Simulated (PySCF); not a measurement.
Si(Cl)2(GeH3)(OH), SMILES O[Si](Cl)(Cl)[GeH3], singlet (PBE0/def2-SVP optimised geometry):

```
9

O     -0.761    -2.996    -1.951
Si    -1.303    -1.440    -1.946
Cl    -3.373    -1.412    -2.008
Cl    -0.654    -0.461    -3.650
Ge    -0.508    -0.359     0.000
H     -1.007    -3.563    -2.691
H      1.029    -0.359     0.000
H     -1.021     1.089     0.000
H     -1.029    -1.089     1.247
```

Level of theory: PBE0/def2-TZVP (PySCF).

### Question
What are the frontier orbital energies and the dipole moment?

### Answer
HOMO-2 -9.38 eV, HOMO-1 -9.11 eV, HOMO -8.51 eV, LUMO -0.20 eV, LUMO+1 0.06 eV; dipole moment 0.86 D.

On the same geometry PySCF with PBE/def2-TZVP gives HOMO-2 -7.93 eV, HOMO-1 -7.63 eV, HOMO -7.32 eV, LUMO -1.06 eV, LUMO+1 -0.86 eV; dipole moment 0.85 D.

Meta-Löwdin charges at PBE0/def2-TZVP: O1 -0.74, Si2 0.96, Cl3 -0.30, Cl4 -0.30, Ge5 0.10, H6 0.36, H7 -0.03, H8 -0.03, H9 -0.03.
